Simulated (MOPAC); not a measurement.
A run for MOPAC: PM3 on CH3F2Ga (SMILES [CH3][Ga]([F])[F]), a point of a torsion scan.

```
PM3 1SCF PRECISE CHARGE=0 THREADS=1
CH3F2Ga

C     -1.00232780 1    -0.09771670 1    -0.00200911 1
Ga     1.01138573 1     0.10067467 1    -0.06302595 1
F      2.14103455 1    -0.69943482 1     1.01028407 1
F      1.87973220 1     1.10515943 1    -1.20623657 1
H     -1.35620500 1     0.23165712 1     0.97232092 1
H     -1.25408373 1    -1.14597688 1    -0.14594382 1
H     -1.42405272 1     0.51493216 1    -0.79481484 1
```

Output:

```
*******************************************************************************
 **                                                                           **
 **                              MOPAC v23.2.5                                **
 **                                                                           **
 *******************************************************************************
 ** MOPAC's Digital Object Identifier: https://doi.org/10.5281/zenodo.6511958 **
 **                                                                           **
 ** Please cite the open-source release paper for use of this MOPAC version:  **
 ** J. E. Moussa and J. J. P. Stewart (2026)                                  **
 ** MOPAC: An open-source semiempirical molecular orbital program             **
 ** J. Open Source Softw., 11(119), 8025, https://doi.org/10.21105/joss.08025 **
 *******************************************************************************

                              PM3 CALCULATION RESULTS

 *******************************************************************************
 *  PM3        - The PM3 Hamiltonian to be used
 *
 *
 *
 *                 CHARGE ON SYSTEM = 0
 *
 *
 *
 *  PRECISE    - TIGHTER CRITERIA TO BE USED
 *  1SCF       - DO 1 SCF AND THEN STOP
 *  THREADS=1  - MULTI-THREADING NOT USED
 *  T=         - A TIME OF 172800.0 SECONDS REQUESTED
 *  DUMP=N     - RESTART FILE WRITTEN EVERY 7200.0 SECONDS REQUESTED
 *******************************************************************************
PM3 1SCF PRECISE CHARGE=0 THREADS=1
 CH3F2Ga

   ATOM   CHEMICAL          X               Y               Z
  NUMBER   SYMBOL      (ANGSTROMS)     (ANGSTROMS)     (ANGSTROMS)

     1       C         -1.00232780  *  -0.09771670  *  -0.00200911  *
     2      Ga          1.01138573  *   0.10067467  *  -0.06302595  *
     3       F          2.14103455  *  -0.69943482  *   1.01028407  *
     4       F          1.87973220  *   1.10515943  *  -1.20623657  *
     5       H         -1.35620500  *   0.23165712  *   0.97232092  *
     6       H         -1.25408373  *  -1.14597688  *  -0.14594382  *
     7       H         -1.42405272  *   0.51493216  *  -0.79481484  *



          CARTESIAN COORDINATES

    NO.       ATOM           X           Y           Z

     1         C         -1.0023     -0.0977     -0.0020
     2        Ga          1.0114      0.1007     -0.0630
     3         F          2.1410     -0.6994      1.0103
     4         F          1.8797      1.1052     -1.2062
     5         H         -1.3562      0.2317      0.9723
     6         H         -1.2541     -1.1460     -0.1459
     7         H         -1.4241      0.5149     -0.7948

  H: (PM3): J. J. P. STEWART, J. COMP. CHEM. 10, 209 (1989).
  C: (PM3): J. J. P. STEWART, J. COMP. CHEM. 10, 209 (1989).
  F: (PM3): J. J. P. STEWART, J. COMP. CHEM. 10, 209 (1989).
 Ga: (PM3): J. J. P. STEWART, J. COMP. CHEM. 12, 320-341 (1991).

           Empirical Formula: C H3 Ga F2  =     7 atoms



      MOLECULAR POINT GROUP   :   Cs


      RHF CALCULATION, NO. OF DOUBLY OCCUPIED LEVELS = 12


 -------------------------------------------------------------------------------
 PM3 1SCF PRECISE CHARGE=0 THREADS=1
 CH3F2Ga



     1SCF WAS SPECIFIED, SO BFGS WAS NOT USED
     SCF FIELD WAS ACHIEVED


                              PM3 CALCULATION
                                                       MOPAC v23.2.5 Linux




          FINAL HEAT OF FORMATION =       -126.25406 KCAL/MOL =    -528.24700 KJ/MOL


          COSMO AREA              =        107.21 SQUARE ANGSTROMS
          COSMO VOLUME            =         89.21 CUBIC ANGSTROMS

          IONIZATION POTENTIAL    =         11.260776 EV
          HOMO LUMO ENERGIES (EV) =        -11.261 -2.651
          NO. OF FILLED LEVELS    =         12
          MOLECULAR WEIGHT        =        122.7665         POINT GROUP:  Cs

          MOLECULAR DIMENSIONS (Angstroms)

            Atom       Atom       Distance
            H     7    F     3     4.17647
            F     4    H     6     3.68402
            H     5    F     4     1.72325


          SCF CALCULATIONS        =          1





   ATOM   CHEMICAL          X               Y               Z
  NUMBER   SYMBOL      (ANGSTROMS)     (ANGSTROMS)     (ANGSTROMS)

     1       C         -1.00232780  *  -0.09771670  *  -0.00200911  *
     2      Ga          1.01138573  *   0.10067467  *  -0.06302595  *
     3       F          2.14103455  *  -0.69943482  *   1.01028407  *
     4       F          1.87973220  *   1.10515943  *  -1.20623657  *
     5       H         -1.35620500  *   0.23165712  *   0.97232092  *
     6       H         -1.25408373  *  -1.14597688  *  -0.14594382  *
     7       H         -1.42405272  *   0.51493216  *  -0.79481484  *

                             CARTESIAN COORDINATES

   1    C       -1.002327800    -0.097716700    -0.002009110
   2   Ga        1.011385730     0.100674670    -0.063025950
   3    F        2.141034550    -0.699434820     1.010284070
   4    F        1.879732200     1.105159430    -1.206236570
   5    H       -1.356205000     0.231657120     0.972320920
   6    H       -1.254083730    -1.145976880    -0.145943820
   7    H       -1.424052720     0.514932160    -0.794814840


           Empirical Formula: C H3 Ga F2  =     7 atoms



      MOLECULAR POINT GROUP   :   Cs


                  EIGENVALUES
 -30.32017 -21.25488 -17.92079 -15.77124 -15.39882 -15.02596 -14.84624 -14.72920
 -14.66366 -14.51787 -14.39875 -11.26078  -2.65102  -1.79230  -1.08702  -0.99387
   3.05202   3.24035   3.31862


              NET ATOMIC CHARGES AND DIPOLE CONTRIBUTIONS

  ATOM NO.   TYPE          CHARGE      No. of ELECS.   s-Pop       p-Pop
    1          C          -0.228439        4.2284     1.16677     3.06167
    2         Ga           0.872344        2.1277     1.17851     0.94914
    3          F          -0.425423        7.4254     1.63630     5.78912
    4          F          -0.425480        7.4255     1.63624     5.78924
    5          H           0.068729        0.9313     0.93127
    6          H           0.068737        0.9313     0.93126
    7          H           0.069532        0.9305     0.93047
 DIPOLE           X         Y         Z       TOTAL
 POINT-CHG.    -4.216    -0.430     0.146     4.241
 HYBRID         0.177     0.013     0.000     0.177
 SUM           -4.040    -0.417     0.146     4.064


          ATOMIC ORBITAL ELECTRON POPULATIONS

     Atom    s        px        py        pz
    1  C   1.16677   1.01785   1.02129   1.02253
    2 Ga   1.17851   0.42812   0.24281   0.27821
    3  F   1.63630   1.94319   1.92727   1.91867
    4  F   1.63624   1.95529   1.91879   1.91515
    5  H   0.93127
    6  H   0.93126
    7  H   0.93047

 **********************
 *                    *
 * JOB ENDED NORMALLY *
 *                    *
 **********************




 == MOPAC DONE ==
```

The run finished.

Cost: about 0.05 core-seconds (a rough figure).
